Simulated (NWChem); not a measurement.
System: Br, doublet

Computed with NWChem. Spin-unrestricted. The open p shell is one determinant without spherical averaging. No stability test was run on the SCF state. Total energies compare along this basis series because the functional is fixed.

```json
[
 {"level": "PBE0/STO-3G", "basis functions": "18", "energy (Ha)": "-2545.7288", "highest occupied level (eV)": "-5.28", "lowest empty minus highest occupied level, either spin (eV)": "2.74"},
 {"level": "PBE0/def2-SVP", "basis functions": "32", "energy (Ha)": "-2573.4992", "highest occupied level (eV)": "-8.54", "lowest empty minus highest occupied level, either spin (eV)": "2.69"},
 {"level": "PBE0/def2-SVPD", "basis functions": "41", "energy (Ha)": "-2573.5027", "highest occupied level (eV)": "-8.79", "lowest empty minus highest occupied level, either spin (eV)": "2.67"},
 {"level": "PBE0/def2-TZVP", "basis functions": "48", "energy (Ha)": "-2573.8119", "highest occupied level (eV)": "-8.76", "lowest empty minus highest occupied level, either spin (eV)": "2.81"},
 {"level": "PBE0/def2-TZVPD", "basis functions": "57", "energy (Ha)": "-2573.8122", "highest occupied level (eV)": "-8.79", "lowest empty minus highest occupied level, either spin (eV)": "2.80"},
 {"level": "PBE0/def2-TZVPP", "basis functions": "48", "energy (Ha)": "-2573.8119", "highest occupied level (eV)": "-8.76", "lowest empty minus highest occupied level, either spin (eV)": "2.81"},
 {"level": "PBE0/def2-QZVP", "basis functions": "75", "energy (Ha)": "-2573.8645", "highest occupied level (eV)": "-8.78", "lowest empty minus highest occupied level, either spin (eV)": "2.82"}
]
```
